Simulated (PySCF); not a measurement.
# Magnetisability and related constants of `CO[C@@H](F)C1(F)CC1`, C5H8F2O

Method used: GIAO CAM-B3LYP/pcSseg-1 magnetisability, rotational g tensor and spin-rotation constants, non-relativistic, gas phase in PySCF. Geometry: GFN2-xTB.

Input:
```
{"job": {"kind": "mag", "xc": "CAM-B3LYP", "basis": "pcSseg-1", "isotopologues": 2}, "charge": 0, "multiplicity": 1}
C      2.504921    -0.295641    -0.265635
O      1.092029    -0.424244    -0.289160
C      0.435505     0.449371     0.532633
F      0.614091     1.749042     0.058513
C     -1.044323     0.130780     0.579391
F     -1.528867     0.242242     1.859148
C     -1.658432    -0.926100    -0.281688
C     -1.966011     0.521869    -0.530733
H      2.890490    -0.466866     0.744762
H      2.885655    -1.056665    -0.941977
H      2.813054     0.695004    -0.609235
H      0.847558     0.467608     1.558297
H     -1.005022    -1.445940    -0.962719
H     -2.422726    -1.536211     0.173536
H     -1.526781     1.009974    -1.385956
H     -2.938741     0.894721    -0.250590
```
Coordinates are in Å.

Command: `OMP_NUM_THREADS=1 python excited_run.py task.json out`

(1) What does the run print?

## Answers

(1) Atoms count from 0.
```
coarse grid: 13648 points
cycle   1  E = -469.7680585902  dE =  1.372e+00  |g| = 9.020e-01  |ddm| = 3.370e+00
cycle   2  E = -469.7093659609  dE =  5.869e-02  |g| = 1.143e+00  |ddm| = 1.173e+00
cycle   3  E = -469.9074734225  dE = -1.981e-01  |g| = 5.096e-02  |ddm| = 6.571e-01
cycle   4  E = -469.9078784974  dE = -4.051e-04  |g| = 2.613e-02  |ddm| = 4.931e-02
cycle   5  E = -469.9080089816  dE = -1.305e-04  |g| = 9.161e-03  |ddm| = 2.478e-02
cycle   6  E = -469.9080236926  dE = -1.471e-05  |g| = 2.478e-03  |ddm| = 6.965e-03
cycle   7  E = -469.9080247138  dE = -1.021e-06  |g| = 5.571e-04  |ddm| = 2.052e-03
final grid: 133432 points
cycle   8  E = -469.9908328834  dE = -3.765e-05  |g| = 6.128e-03  |ddm| = 1.608e-02
cycle   9  E = -469.9908313993  dE =  1.484e-06  |g| = 7.248e-03  |ddm| = 8.158e-03
cycle  10  E = -469.9908399259  dE = -8.527e-06  |g| = 5.796e-04  |ddm| = 4.056e-03
cycle  11  E = -469.9908399809  dE = -5.502e-08  |g| = 1.890e-04  |ddm| = 4.854e-04
cycle  12  E = -469.9908399879  dE = -7.023e-09  |g| = 4.832e-05  |ddm| = 1.677e-04
cycle  13  E = -469.9908399884  dE = -4.543e-10  |g| = 1.285e-05  |ddm| = 4.969e-05
converged SCF energy = -469.9908399884

Magnetisability tensor (1e-30 J/T^2)
    -1286.78      -12.48      101.56
      -12.48    -1171.83       22.34
      101.56       22.34    -1248.03
isotropic -1235.54   principal values   -1373.62  -1176.03  -1156.98
isotropic susceptibility -74.406 1e-6 cm^3/mol

Inertial axes            a          b          c
rot. const./GHz      3.3551     1.4303     1.3319
chi total           -79.930    -70.217    -73.071
chi diamagnetic    -439.332   -924.213   -982.949
chi paramagnetic    359.402    853.996    909.878
quadrupole/D A        7.304     -4.679     -2.625
g nuclear            0.5576     0.5682     0.5651
g electronic        -0.5665    -0.5738    -0.5693
g total             -0.0089    -0.0056    -0.0042

Spin-rotation constants (kHz, H = +C I.J)
atom  isotope        aa         bb         cc
  3    19F        3.583      1.200      0.827
  5    19F        0.052      1.094      0.876
  8     1H       -0.343     -0.121      0.028
  9     1H       -0.270      0.037     -0.140
 10     1H       -0.284     -0.056     -0.041
 11     1H       -0.248     -0.080      0.013
 12     1H       -0.198     -0.044     -0.152
 13     1H       -0.120     -0.123     -0.116
 14     1H       -0.263     -0.172     -0.014
 15     1H       -0.002     -0.150     -0.135
  0    13C*       0.475      0.345      0.304
  1    17O*      -0.542     -0.111     -0.128
  2    13C*       1.036      0.428      0.384
  4    13C*       0.753      0.387      0.328
  6    13C*       0.348      0.252      0.176
  7    13C*       0.348      0.193      0.222
* in the singly substituted isotopologue

Isotopologues: g along a, b, c
2H    at 8,9,10,11,12,1    -0.0089    -0.0049    -0.0034
13C   at 0                 -0.0090    -0.0055    -0.0041
```

It took 41 s wall time on 1 thread of an Arm Neoverse V1, shared host, peak memory 0.84 GiB.
